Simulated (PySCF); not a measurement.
B(F)(Et)(vinyl) (C₄H₈BF), SMILES C=CB(F)CC.

Coordinates come from a PBE0-D3(BJ)/def2-SVP optimisation. One conformer was computed; it need not be the lowest.

These are PBE/def2-TZVP (PySCF) values and carry that method's errors.

Gas-phase values at a fixed geometry.

Computed frontier levels, gap, dipole moment and polarisability:
highest occupied level: -6.91 eV
lowest empty level: -2.38 eV
orbital gap: 4.53 eV
dipole moment: 0.330 e·Å
quadrupole, principal values (traceless, Buckingham form, about the centre of nuclear charge): -1.89, -0.79, 2.68 D·Å
mean static polarisability: 63.8 bohr³ (9.45 Å³)
polarisability, principal values: 47.1, 63.5, 80.7 bohr³
